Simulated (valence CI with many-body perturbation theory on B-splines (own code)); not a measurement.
Ladder of approximations for Cs³¹⁺

Calculated by valence CI with perturbative core correlation (CI+MBPT): six valence electrons over a frozen Dirac-Fock core [Ar], radial functions for each j: 7 s, 7 p, 8 d, 6 f, 4 g, 1 h, with the one-electron correlation potential Σ1, the two-electron term Σ2, the three-electron term Σ3, Breit, model QED; selected CI, second order for the rest, scaled by the run's own slope (own B-spline code, finite nucleus).

No measured spectrum was set against this ion. As an estimate, large intervals hold to a few tenths of a per cent, small ones and those within an open d or f shell to about a per cent. Core correlation moves these levels by up to 8700 cm⁻¹, and in measured spectra 5 to 20 % of such shifts remained as error; rates that hang on mixing are uncertain with them. Among the levels kept, up to 980 cm⁻¹ of a level comes from second order outside the variational space, and about a tenth of that is noise between levels of different J, which matters for small intervals. Only levels of the ground parity were solved; by the run's estimate the other parity begins above the list, which can be wrong where configurations are misplaced.

Each rung adds one term. CI alone is the Dirac-Coulomb CI over the frozen core; QED comes last and gives the full result, which names the levels. Energies are above (3d3/2^4 3d5/2^2) J=4 on the same rung, in cm⁻¹.

Levels are named by their leading jj configuration (3d3/2^4 stands for four electrons in 3d with j = 3/2), which in mixed levels can hold well under half, so a name can repeat and another be missing. Letters in brackets count levels of one name in rising energy.

| Level | CI alone | + Σ1 | + Σ2 | + Σ3 | + Breit | Full |
| --- | --- | --- | --- | --- | --- | --- |
| (3d3/2^4 3d5/2^2) J=2 | 40040 | 40077 | 37570 | 36353 | 38483 | 38478 |
| (3d3/2^3 3d5/2^3) J=3 [a] | 90225 | 91056 | 92951 | 93914 | 91714 | 92067 |
| (3d3/2^4 3d5/2^2) J=0 | 93388 | 93794 | 92459 | 92289 | 94168 | 94313 |
| (3d3/2^3 3d5/2^3) J=1 [a] | 112977 | 113853 | 114940 | 115194 | 114499 | 114860 |
| (3d3/2^3 3d5/2^3) J=4 [a] | 124275 | 124916 | 126164 | 125929 | 123950 | 124199 |
| (3d3/2^3 3d5/2^3) J=5 | 164102 | 164893 | 166426 | 165806 | 160537 | 160837 |
| (3d3/2^3 3d5/2^3) J=6 | 165797 | 166606 | 169958 | 168290 | 160658 | 160968 |
| (3d3/2^3 3d5/2^3) J=2 [a] | 192973 | 193869 | 191710 | 190249 | 188482 | 188813 |
| (3d3/2^3 3d5/2^3) J=3 [b] | 196075 | 196979 | 195828 | 195509 | 192528 | 192867 |
| (3d3/2^2 3d5/2^4) J=2 [a] | 218313 | 219751 | 220769 | 220484 | 216898 | 217492 |
| (3d3/2^3 3d5/2^3) J=4 [b] | 251246 | 252434 | 253072 | 252144 | 247321 | 247767 |
| (3d3/2^3 3d5/2^3) J=1 [b] | 255787 | 256872 | 252388 | 253882 | 253112 | 253512 |
| (3d3/2^2 3d5/2^4) J=0 [a] | 253724 | 255173 | 254911 | 255702 | 254243 | 254809 |
| (3d3/2^3 3d5/2^3) J=2 [b] | 261687 | 262884 | 260335 | 260385 | 257568 | 258021 |
| (3d3/2^3 3d5/2^3) J=0 | 275206 | 276011 | 267625 | 268675 | 267782 | 268057 |
| (3d3/2^2 3d5/2^4) J=4 [a] | 272320 | 273895 | 276035 | 275177 | 268642 | 269272 |
| (3d3/2^3 3d5/2^3) J=3 [c] | 285548 | 286694 | 282354 | 283320 | 281007 | 281408 |
| (3d3/2^2 3d5/2^4) J=5 | 290742 | 292454 | 295924 | 295168 | 285954 | 286635 |
| (3d3/2^2 3d5/2^4) J=3 [a] | 302682 | 304083 | 301880 | 301529 | 296959 | 297507 |

Q: How does the ionisation energy move along the ladder, and which term matters most?

A: CI alone 1921.6, + Σ1 1923.8, + Σ2 1935.8, + Σ3 1936.2, + Breit 1935.5, + QED 1935.6 eV. The largest step is Σ2, 12.0 eV. NIST lists 1936 ± 4 eV (theoretical).
